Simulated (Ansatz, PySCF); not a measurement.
Pair of molecules: SiH4 (SMILES [SiH4]) (first 5 atoms) with C3H4 (SMILES C=C=C); geometry from B3LYP-D3(BJ)/def2-TZVP.
(charge 0, multiplicity 1):
```xyz
12

Si    -0.1806    -0.0308     0.1096
H     -0.6413    -1.4251     0.2873
H     -1.0414     0.8864     0.8881
H     -0.2671     0.3286    -1.3262
H      1.2230     0.0972     0.5575
C      0.0962    -1.2606     3.5112
C      0.1308     0.0200     3.7337
C      0.1634     1.3021     3.9429
H      0.9793    -1.7992     3.1873
H     -0.8162    -1.8308     3.6418
H      0.4048     1.7088     4.9181
H     -0.0510     2.0043     3.1455
```

Monomers are frozen at their geometry in the pair; levels with a basis set take the counterpoise correction.

Cores are frozen in the correlated methods.

The values were computed with Ansatz (Gaussian orbitals); PySCF for the dispersion terms. Values without a source in brackets are computed.

**Question.** One of these levels gives 6.3 meV for the interaction energy. Name it.
(A) r2SCAN-D3(BJ)/def2-TZVPPD
(B) BHLYP/def2-TZVPPD
(C) PBE0/def2-TZVPPD
(D) SCS-MP2/aug-cc-pV(D+d)Z

**Answer.** B, BHLYP/def2-TZVPPD. The others give -79.1 (r2SCAN-D3(BJ)/def2-TZVPPD), -17.2 (PBE0/def2-TZVPPD), -39.1 (SCS-MP2/aug-cc-pV(D+d)Z)

Ansatz is a first-principles code.
